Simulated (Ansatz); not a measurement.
The cluster Te₂Pd. The state is a triplet with charge 0. Geometry PBE-D4/def2-TZVPD, that of the charge -1 doublet; atoms count from 1.

```xyz
3

Pd    0.819   -0.565   -0.657
Te    0.085    1.757   -0.323
Te   -0.904   -1.192    0.980
```

In the def2 sets Pd, Te take a core potential; there is no spin–orbit coupling. Another isomer (doublet) lies 0.17 eV lower at PBE0-D4/def2-TZVPD.

(1) Estimate the Mulliken populations from the PBE0/def2-TZVPD orbitals of Ansatz.

(2) Where does the spin sit?

(3) And the Mayer bond orders between bonded heavy atoms (over 0.3)?

Results:

(1) 
```json
{"atom": "Pd1", "charge (e)": "-0.09", "spin (α − β)": "0.18", "d electrons": "9.14"}
{"atom": "Te2", "charge (e)": "0.04", "spin (α − β)": "0.91", "d electrons": "–"}
{"atom": "Te3", "charge (e)": "0.04", "spin (α − β)": "0.91", "d electrons": "–"}
```
Mulliken values and Mayer orders depend strongly on the basis. With diffuse functions, as here, like atoms can get unlike values, and bond orders can come out too low or too high.

(2) Summed by element: Pd 0.18, Te 1.82, of 2 unpaired in all. Largest on single atoms: Te2 0.91, Te3 0.91, Pd1 0.18.

(3) Pd1–Te2 1.26 (2.46 Å); Pd1–Te3 1.26 (2.46 Å). Values over 0.3 also appear between atoms too far apart for a bond (Te2–Te3 0.67 at 3.37 Å); they arise where an orbital or an unpaired electron spreads over both atoms.
